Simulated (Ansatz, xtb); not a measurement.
## Relative energy of two conformers of C2H7Sb

Structure a: `C[CH2][SbH2]`, a singlet. Structure b: `C[CH2][SbH2]`, a singlet. Both are isolated molecules in the gas phase, relaxed with B3LYP-D3(BJ)/def2-SVP.

a (Å):

```yaml
atoms:
  - { symbol: C, position_ang: [-0.8702, -0.0362, 1.0609] }
  - { symbol: C, position_ang: [-1.8212, 0.7874, 0.1971] }
  - { symbol: Sb, position_ang: [1.1982, -0.0330, 0.2745] }
  - { symbol: H, position_ang: [-1.1955, -1.0833, 1.1392] }
  - { symbol: H, position_ang: [-0.8053, 0.3691, 2.0831] }
  - { symbol: H, position_ang: [-1.4925, 1.8362, 0.1084] }
  - { symbol: H, position_ang: [-2.8392, 0.7995, 0.6232] }
  - { symbol: H, position_ang: [-1.8999, 0.3795, -0.8240] }
  - { symbol: H, position_ang: [1.6854, -1.3801, 1.2378] }
  - { symbol: H, position_ang: [0.7984, -1.0758, -1.0428] }
```

b (Å):

```xyz
10

C    -0.9257    1.2097    0.1011
C    -0.0280    0.0926    0.6206
Sb   -0.8430   -1.9509    0.4303
H    -1.8905    1.2330    0.6323
H    -0.4497    2.1979    0.2318
H    -1.1452    1.0861   -0.9713
H     0.1980    0.2198    1.6918
H     0.9399    0.0730    0.0939
H    -2.3945   -1.4892    1.0322
H    -1.3667   -1.6920   -1.1949
```

Energies in hartree; the thermal terms are from B3LYP-D3(BJ)/def2-SVP harmonic frequencies (ideal gas, rigid rotor, one conformer each, 298.15 K, 1 atm) and include the zero-point energy:

```
                               a           b
E, CCSD(T)/def2-TZVP  −319.829344  −319.829892
   zero-point energy     0.077956     0.078031
        H(298 K) − E     0.084438     0.084427
        G(298 K) − E     0.048337     0.048620
```

Q: Work out ΔE, ΔE₀, ΔH and ΔG for a → b in kJ/mol (1 Eh = 2625.50 kJ/mol) and the equilibrium ratio [b]/[a].

A: 1. ΔE = −319.829892 − (−319.829344) = −0.000548 Eh = −1.44 kJ/mol.
2. ΔE₀ = ΔE + ΔZPE = −0.000548 + (+0.000075) Eh = −1.24 kJ/mol.
3. ΔH = ΔE + (−0.000011) Eh = −1.47 kJ/mol.
4. ΔG = ΔE + (+0.000283) Eh = −0.70 kJ/mol, so ΔS = (ΔH − ΔG)/T = −2.6 J/(mol K).
5. kT = 0.9442 mEh, so K = [b]/[a] = exp(−ΔG/kT) = exp(+0.28) ≈ 1.3.

The two are too close for this level to say which is favoured. An error of 4 kJ/mol in ΔG would change K by a factor of 5. Mirror images and further conformers aren't counted.

Other levels gave ΔE = −1.9 (B3LYP-D3(BJ)/def2-SVP); −0.6 (HF/def2-TZVP); −1.7 (MP2/def2-TZVP) kJ/mol. The correlated steps freeze 6 core orbitals; the filled d shell of Sb is correlated, in a basis made for valence electrons. Atoms past krypton carry core potentials in the def2 sets, without spin–orbit terms. Programs: Ansatz 0.2.0.
